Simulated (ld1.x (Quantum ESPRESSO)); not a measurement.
## PBE PAW dataset for B (Z = 5), scalar-relativistic all-electron reference.

ld1.x (Quantum ESPRESSO) 7.5 was run on this input:

```
&input
   title='B', zed=5., rel=1, dft='PBE', iswitch=3,
   config='[He] 2s2 2p1',
   nld=2, rlderiv=4.20, eminld=-3.0, emaxld=5.0, deld=0.02
 /
 &inputp
   pseudotype=3, lpaw=.true., tm=.true., lloc=-2, rcloc=1.40,
   nlcc=.false.,
   which_augfun='PSQ', rmatch_augfun_nc=.true.,
   file_pseudopw='B.UPF', file_wfcaegen='ae.wfc', file_wfcncgen='nc.wfc', file_beta='beta', file_chi='chi', file_wfcusgen='us.wfc'
 /
4
2S  1  0   2.00   0.00  1.30  1.55  0.0
2S  1  0   0.00   2.55  1.30  1.55  0.0
2P  2  1   1.00   0.00  2.95  3.85  0.0
2P  2  1   0.00   1.30  2.95  3.85  0.0
 &test
   configts(1)='2s2 2p1'
 /
```

Command:

```bash
ld1.x < B.in > B.out
```

The program printed (shortened: banner, matrices, multipoles, cross overlaps and the repeated all-electron block are left out):

```
Program LD1 v.7.5
     --------------------------- All-electron run ----------------------------

     B
     scalar relativistic calculation

     atomic number is  5.00
     dft =PBE   lsd =0 sic =0 latt =0  beta=0.20 tr2=1.0E-14
     Exchange-correlation= PBE
                           (   1   4   3   4   0   0   0)
     mesh =1059 r(mesh) = 101.04461 a.u. xmin = -7.00 dx = 0.01250
     1 Ry =  13.60569312 eV, c = 137.03599908

     n l     nl                  e(Ry)          e(Ha)          e(eV)
     1 0     1S 1( 2.00)       -13.2731        -6.6366      -180.5900
     2 0     2S 1( 2.00)        -0.6941        -0.3470        -9.4431
     2 1     2P 1( 1.00)        -0.2651        -0.1326        -3.6070

     final scf error:  7.5E-15 reached in  32 iterations

     Etot =     -49.206684 Ry,     -24.603342 Ha,    -669.491037 eV

     Ekin =      49.037301 Ry,      24.518651 Ha,     667.186471 eV
     Encl =    -113.771076 Ry,     -56.885538 Ha,   -1547.934352 eV
     Eh   =      23.125741 Ry,      11.562870 Ha,     314.641731 eV
     Exc  =      -7.598649 Ry,      -3.799325 Ha,    -103.384887 eV

     normalization and overlap integrals

     s(1S/1S) =  1.000000  <r> =   0.3294  <r2> =    0.1474  r(max) =   0.2103
     s(2S/2S) =  1.000000  <r> =   1.9516  <r2> =    4.5978  r(max) =   1.5152
     s(2P/2P) =  1.000000  <r> =   2.3015  <r2> =    6.8902  r(max) =   1.5731

     ------------------------ End of All-electron run ------------------------

     --------------------- Generating PAW atomic setup --------------------

      Generating local potential from pseudized AE potential:
      Matching radius rcloc =   1.4000
      Enforcing V''(0)=0 (lloc=-2)

      Local pseudo, rcloc= 1.406 Estimated cut-off energy=    14.72 Ry

      Computing core charge for PAW:

       r > 0.69 : true rho core
       r < 0.69 : rho core = a sin(br)/r    a=   2.08  b=   3.83

      Integrated core pseudo-charge :   0.51
      Wfc-us  2S rcutus= 1.554  Estimated cut-off energy=    18.50 Ry
      Wfc-us  2S rcutus= 1.554  Estimated cut-off energy=    27.73 Ry
      Wfc-us  2P rcutus= 3.821  Estimated cut-off energy=     5.57 Ry
      Wfc-us  2P rcutus= 3.821  Estimated cut-off energy=     6.14 Ry

     Required augmentation: PSQ   radius:    3.850000

     Q pseudized with Bessel functions
     Expected ecutrho=     111.4383 due to l1=  0   l2=  1

     Estimated PAW energy =  -10.967327 Ryd

     ------------------- End of pseudopotential generation -------------------

     Computing logarithmic derivative in   4.19684
     Computing logarithmic derivative in   4.19684
     Computing the partial wave expansion
     R is outside the sphere for l=    0 j= 0.00
     R is outside the sphere for l=    0 j= 0.00
     R is outside the sphere for l=    1 j= 0.00
     R is outside the sphere for l=    1 j= 0.00

     ---------------------- Testing the pseudopotential ----------------------

     B
     scalar relativistic calculation

     atomic number is  5.00   valence charge is  3.00
     dft = SLA  PW   PBX  PBC   lsd =0 sic =0 latt =0  beta=0.20 tr2=1.0E-14
     mesh =1059 r(mesh) = 101.04461 xmin = -7.00 dx = 0.01250

     n l     nl             e AE (Ry)        e PS (Ry)    De AE-PS (Ry)
     1 0     2S   1( 2.00)       -0.69405       -0.69406        0.00000
     2 1     2P   1( 1.00)       -0.26511       -0.26511        0.00000

     eps = 1.5E-15  iter =  3

     Etot =     -49.206684 Ry,     -24.603342 Ha,    -669.491037 eV
     Etotps =   -10.967334 Ry,      -5.483667 Ha,    -149.218180 eV

     Ekin =       5.649055 Ry,       2.824528 Ha,      76.859313 eV
     Encl =     -13.016685 Ry,      -6.508343 Ha,    -177.101028 eV
     Ehrt =       3.998945 Ry,       1.999472 Ha,      54.408417 eV
     Ecxc =      -7.598649 Ry,      -3.799324 Ha,    -103.384882 eV

     ---------------------- End of pseudopotential test ----------------------
```

Generation and configuration tests took about 0.89 s on one core of a shared server CPU.
